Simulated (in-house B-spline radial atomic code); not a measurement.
**Sb⁷⁺: [Kr] (4d3/2)2 (4d5/2)5 8s1 (an excited or competing configuration)**

Method: Dirac-Hartree-Fock, average of the jj configuration, Fermi nucleus of rms radius 4.6802 fm. Calculated with an all-electron radial atomic-structure program (B-spline basis).

Effective charges: Z_r = [3n² - l(l+1)]/(2<r>) from the radius, Z_e = n√(-2ε) from the energy, and Slater's rules. Values are occupation-weighted means over j. An effective charge above Z reflects the relativistic contraction of the inner shells.

| shell | electrons | ε (eV) | <r> (bohr) | Z_r | Z_e | Slater |
| --- | --- | --- | --- | --- | --- | --- |
| 1s | 2 | -30798 | 0.02842 | 52.79 | 47.58 | 50.70 |
| 2s | 2 | -4890.5 | 0.122 | 49.17 | 37.92 | 46.85 |
| 2p | 6 | -4401.9 | 0.107 | 46.74 | 35.97 | 46.85 |
| 3s | 2 | -1101.6 | 0.3282 | 41.13 | 26.99 | 39.75 |
| 3p | 6 | -937.63 | 0.3266 | 38.28 | 24.90 | 39.75 |
| 3d | 10 | -685.48 | 0.3042 | 34.51 | 21.29 | 29.85 |
| 4s | 2 | -295.38 | 0.7768 | 30.90 | 18.64 | 23.25 |
| 4p | 6 | -240.58 | 0.8251 | 27.87 | 16.82 | 23.25 |
| 4d | 7 | -160.24 | 0.9303 | 22.57 | 13.73 | 12.90 |
| 8s | 1 | -23.84 | 6.882 | 13.95 | 10.59 | 8.00 |

The least bound orbital is 8s1/2 at -23.84 eV, and it is also the most diffuse (<r> = 6.882 bohr).

For the 1s electron the small component carries 3.52 % of the norm, the zero-frequency Breit interaction raises the level by 72.23 eV, self-energy by 41.04 eV, and vacuum polarisation lowers it by 5.489 eV.

The density falls to 0.001 bohr⁻³ at 2.623 bohr; Σ<r²> = 67.834 bohr² gives, by the non-relativistic formula and without the paramagnetism of open shells, a Langevin diamagnetic susceptibility of -53.72×10⁻⁶ cm³/mol.
